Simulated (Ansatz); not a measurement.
Start from `NC(F)O[SiH3]` and change one atom or group to get `CC(N)F`.

Ansatz, PBE0-D4/def2-TZVP geometries, multiplicity 1. Each molecule was computed in one conformer, which needn't be the lowest.

```json
{"property": "LUMO energy (ωB97M-V/def2-TZVPP) / eV", "`NC(F)O[SiH3]`": "1.98"}
{"property": "size of the dipole moment (B3LYP/def2-TZVPP) / D", "`NC(F)O[SiH3]`": "0.74"}
{"property": "HOMO energy (ωB97M-V/def2-TZVPP) / eV", "`NC(F)O[SiH3]`": "-10.55"}
{"property": "HOMO–LUMO gap (PBE/def2-TZVPP) / eV", "`NC(F)O[SiH3]`": "5.96"}
{"property": "HOMO–LUMO gap (PBE0/def2-TZVPP) / eV", "`NC(F)O[SiH3]`": "8.42"}
{"property": "zero-point energy (PBE0-D4/def2-TZVP) / kJ/mol", "`NC(F)O[SiH3]`": "203.8"}
```

(1) What does the change do to each property? (An estimate is asked.)

Results:

(1) Ansatz gave: 
```csv
property,`CC(N)F`,shift
LUMO energy (ωB97M-V/def2-TZVPP) / eV,2.57,0.59
size of the dipole moment (B3LYP/def2-TZVPP) / D,1.07,0.33
HOMO energy (ωB97M-V/def2-TZVPP) / eV,-10.28,0.27
HOMO–LUMO gap (PBE/def2-TZVPP) / eV,6.63,0.67
HOMO–LUMO gap (PBE0/def2-TZVPP) / eV,9.02,0.60
zero-point energy (PBE0-D4/def2-TZVP) / kJ/mol,224.9,21.1
```

With PBE0 the HOMO rises by 0.26 eV and the LUMO rises by 0.87 eV, so the gap widens by about 0.61 eV. PBE moves the HOMO by 0.26 eV and ωB97M-V by 0.27 eV. The zero-point energy changes by 21.1 kJ/mol with -3 modes. Dipoles are sizes alone; their direction can turn.

B3LYP here is the variant with VWN-RPA as its local correlation; programs differ in this.
